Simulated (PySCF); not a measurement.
**Radial density of Se(2+) (selenium, charge +2)**

UHF, [Ar] 3d10 4s2 4p2, high-spin 3P determinant. Computed with PySCF 2.14 in dyall-av2z, with no relativity, point nucleus.

| r (bohr) | 4πr²ρ (e/bohr) | 4πr²(ρα − ρβ) |
| --- | --- | --- |
| 0.000691 | 0.1547 | 0.0000 |
| 0.00116 | 0.4244 | 0.0000 |
| 0.00195 | 1.137 | 0.0000 |
| 0.00329 | 2.940 | 0.0000 |
| 0.00553 | 7.140 | 0.0000 |
| 0.00930 | 15.65 | 0.0002 |
| 0.0156 | 28.89 | 0.0012 |
| 0.0263 | 40.37 | 0.0065 |
| 0.0443 | 38.59 | 0.0282 |
| 0.0744 | 34.66 | 0.0775 |
| 0.125 | 48.14 | 0.0813 |
| 0.211 | 36.87 | -0.0184 |
| 0.354 | 28.24 | 0.1657 |
| 0.596 | 28.77 | 0.0657 |
| 1.00 | 7.616 | 0.3086 |
| 1.69 | 2.985 | 1.2904 |
| 2.84 | 0.6596 | 0.4025 |
| 4.77 | 0.02239 | 0.0194 |
| 8.02 | 0.0002110 | 0.0002 |

(1) Where is the radial spin density 4πr²(ρα − ρβ) most negative, and why is it negative at all?

## Answers

(1) Around r = 0.211 bohr, down to -0.0184 e/bohr: exchange with the open shell polarises the paired shells in an unrestricted calculation.
